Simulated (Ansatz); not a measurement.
Coupled-cluster run, FH3OSeSi, SMILES `O[SiH](F)[SeH]`.

```yaml
crystal:
  periodic: [false, false, false]
  atoms:
    - {symbol: O, position_ang: [-0.890869, 1.147606, 0.204435]}
    - {symbol: Si, position_ang: [0.164799, -0.038686, 0.551814]}
    - {symbol: F, position_ang: [-0.400286, -1.018069, 1.673824]}
    - {symbol: Se, position_ang: [0.540014, -1.421484, -1.204600]}
    - {symbol: H, position_ang: [-1.674022, 0.919780, -0.301088]}
    - {symbol: H, position_ang: [1.365177, 0.632520, 1.074824]}
    - {symbol: H, position_ang: [0.956388, -0.289768, -2.044810]}
basis:
  gaussian: {orbitals: def2-TZVPP}
correlation: {method: ccsd_t}
output: {orbitals: {seedname: orbitals}}
```

```sh
$ ansatz run in.yaml --threads 2 --pin off --events-out ev --progress --plain --max-ram 4352MiB
```

Log, shortened:

```
Functional definition: HF
  name "HF"
  cite "Fock, Z. Phys. 61, 126 (1930) doi:10.1007/BF01340294"
  parent pbe
  exchange = exact_x
  correlation = 0
1209 factors; integrals over basis functions are off by at most 9.6e-4 eV
mean field evaluation 1: about -77959.0165 eV, gradient 4.2e1 eV
mean field evaluation 2: about -77959.2501 eV, gradient 4.3e1 eV
mean field evaluation 4: about -77962.6035 eV, gradient 2.8e0 eV
mean field evaluation 8: about -77962.6561 eV, gradient 3.0e-1 eV
mean field -77962.65641047 eV, -2865.0747780981 hartree, gradient 4.5e-6 eV, S^2 0.000000; 0 other end points of the search recorded, 0 dependent functions left out
16 core orbitals not correlated: weight in the atoms' cores, before any rotation towards them, 1.000 or more for the frozen orbitals, at most 0.000 for the correlated occupied ones
reference -77962.65641047 eV, -2865.0747780981 hartree; 18, 18 occupied and 160, 160 virtual orbitals, 1209 factors
second order -24.01824717 eV of doubles, -0.00000000 eV of singles
cycle   1  -23.88262435 eV  change    1.4e-1 eV  update   1.0e-1
cycle   2  -24.41775345 eV  change   -5.4e-1 eV  update   2.8e-2
cycle   3  -24.52342326 eV  change   -1.1e-1 eV  update   1.4e-2
cycle   4  -24.50712938 eV  change    1.6e-2 eV  update   3.1e-3
cycle   5  -24.50595375 eV  change    1.2e-3 eV  update   1.3e-3
cycle   6  -24.50655584 eV  change   -6.0e-4 eV  update   4.0e-4
cycle   7  -24.50625223 eV  change    3.0e-4 eV  update   1.4e-4
cycle   8  -24.50619628 eV  change    5.6e-5 eV  update   4.5e-5
cycle   9  -24.50621648 eV  change   -2.0e-5 eV  update   1.8e-5
perturbative correction -0.82660067 eV, -0.0303770144 hartree
Total energy: -77987.98922762 eV, -2866.0057419573 hartree
```

It took 29 s on 2 threads of an Intel Xeon 6975P-C on a shared host, with 2.4 GiB of host memory at the peak.

Correlation energy per correlated electron: -0.704 eV. T1 diagnostic: 0.0106.
